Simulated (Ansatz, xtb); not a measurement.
## Two isomers of C3H9B2N

We compare I, `BNBCC=C`, a singlet, with II, `BNBC(=C)C`, a singlet. Both are isolated molecules in the gas phase, relaxed with B3LYP/def2-SVP; each stands in its lowest conformer found.

Quicker runs give these differences E(II) − E(I): GFN2-xTB −12.6 kJ/mol; HF/STO-3G −22.1 kJ/mol (at GFN2-xTB geometries); r2SCAN-D4/def2-SVP −23.0 kJ/mol (at GFN2-xTB geometries).

Q: Estimate E(II) − E(I) at the level CCSD(T)/def2-SVP + ΔMP2/def2-TZVPP.

A: Calculated at CCSD(T)/def2-SVP + ΔMP2/def2-TZVPP: E(II) − E(I) = −22.4 kJ/mol, so structure II lies lower.

Level by level:

| level | geometry | E(II) − E(I) (kJ/mol) | departure from the last row (kJ/mol) | job, with rough time for the two |
| --- | --- | --- | --- | --- |
| GFN2-xTB | GFN2-xTB | −12.6 | +9.8 | optimisation, 0.74 s |
| HF/STO-3G | GFN2-xTB | −22.1 | +0.3 | single point, 1 s |
| r2SCAN-D4/def2-SVP | GFN2-xTB | −23.0 | −0.6 | single point, 5.8 s |
| B3LYP/def2-SVP | B3LYP/def2-SVP | −21.7 | +0.7 | optimisation, 2.5 min |
| HF/def2-SVP | B3LYP/def2-SVP | −19.9 | +2.5 | part of the CCSD(T) run |
| MP2/def2-SVP | B3LYP/def2-SVP | −22.0 | +0.4 | part of the CCSD(T) run |
| CCSD(T)/def2-SVP | B3LYP/def2-SVP | −21.0 | +1.4 | single point |
| CCSD(T)/def2-SVP + ΔMP2/def2-TZVPP | B3LYP/def2-SVP | −22.4 |  | single point, 95 s |

As drawn, both hold the same kinds of bond in the same numbers. Structure I has 0 methyl groups, II 1.

The levels shown agree on the order. The largest departure from CCSD(T)/def2-SVP + ΔMP2/def2-TZVPP is that of GFN2-xTB, 9.8 kJ/mol. The last row adds to CCSD(T) the change of the MP2 difference between the two basis sets, here −1.4 kJ/mol.

With thermal terms from frequencies at re-optimised GFN2-xTB minima (ideal gas, soft modes damped towards free rotors, one conformer each, 298.15 K, 1 atm): the zero-point term adds +0.6 kJ/mol; ΔH is −22.1 and ΔG −20.6 kJ/mol.

The correlated steps freeze 6 core orbitals. Codes used: Ansatz 0.2.0, xtb 6.7.1; the last row on 2 threads of Intel(R) Xeon(R) Processor @ 2.70GHz on a shared host.
